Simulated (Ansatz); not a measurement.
Consider the redistribution: `FB[SiH2]Cl` + `C[N](C)[Ga]([Br])[Br]` → `Cl[SiH2]BBr` + `C[N](C)[Ga]([F])[Br]`.

Gas-phase electronic energies from Ansatz, PBE0-D4/def2-TZVP geometries. CBS: MP2 limit from def2 TZ/QZ plus the TZ coupled-cluster correction, frozen cores. Functionals use def2-TZVPP. For Br, Ga outer-core shells are correlated without core-valence functions, which leaves a few kJ/mol of doubt a bond. Scalar relativity is left out up to krypton. Each species was taken in one conformer, which may not be the lowest.

```csv
level,ΔE (kJ/mol),difference from CCSD(T)/CBS
LDA (SPW92),94.6,4.6
revPBE-D4,87.3,-2.7
BLYP-D4,92.2,2.2
r2SCAN-D4,90.5,0.5
ωB97X-V,92.1,2.1
B2PLYP,91.6,1.6
BLYP,89.1,-0.9
r2SCAN0,94.1,4.1
LC-ωPBE,89.9,-0.1
RPA@PBE/def2-TZVPP,87.1,-2.9
HF/def2-SVP,99.9,9.9
CCSD/def2-SVP,92.1,2.1
CCSD(T)/def2-SVP,91.4,1.4
MP2/def2-QZVPP,88.5,-1.5
HF/CBS(def2),101.2,11.2
CCSD/CBS(def2),91.6,1.6
CCSD(T)/CBS,90.0,0
```

Q: What do rigid-rotor, harmonic-oscillator terms from PBE0-D4/def2-TZVP frequencies (298.15 K, 1 bar) make of the CCSD(T)/CBS value? (Best estimate.)

A: Ansatz gave: ΔZPE = -2.3 kJ/mol, ΔH = +87.7 kJ/mol, ΔS = 12 J/(mol·K), ΔG = +84.2 kJ/mol. Modes under 50 cm⁻¹ make the entropy rough.

Largest T1 diagnostic among the species: 0.012.

From PBE to PBE0 (25 % exact exchange), in def2-TZVPP and without D4, ΔE moves by +4.9 kJ/mol. Leaving LDA and LC-ωPBE aside and taking each functional with its dispersion term where it has one, the values, not all of them listed here, spread over 14.6 kJ/mol, from revPBE-D4 to BHLYP-D4. LDA lies +6.9 kJ/mol from PBE without D4.
